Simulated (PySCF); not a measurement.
# HfH and its ions

PBE0; Hf def2-TZVPPD with ECP60, H def2-TZVPPD; scalar-relativistic core potentials (PySCF 2.14). Neutral (UKS): doublet (δ ↑), Re = 1.835 Å, ωe = 1677 cm⁻¹, HOMO -4.80 eV, LUMO -1.96 eV.

HfH⁺ (UKS): triplet (σ ↑, δ ↑), Re = 1.792 Å, ωe = 1847 cm⁻¹. The energies at the minima are -48.43995 hartree for HfH and -48.19852 for HfH⁺.

Work out the adiabatic ionisation energy, without and with harmonic zero-point energies (1 hartree = 27.2114 eV, 1 eV = 8065.5 cm⁻¹), and the change of the bond length.

At PBE0: 0.24143 hartree = 6.570 eV between the minima; the zero-point term (1847.0 − 1677.0)/2 cm⁻¹ = +0.011 eV makes it 6.580 eV. Re changes by -4.3 pm against the neutral. The electron leaves a σ orbital, and the shorter bond of the ion fits an antibonding orbital, or a change in how ionic the bond is.

De is left out where the level can put another filling of the metal’s s and d shells below the measured ground configuration, by anything from nothing to about 1 eV. Spin–orbit coupling is left out, which matters for elements this heavy, above all for dissociation energies. With d or f electrons several states lie close, and the lowest PBE0 determinant need not be the measured ground state.
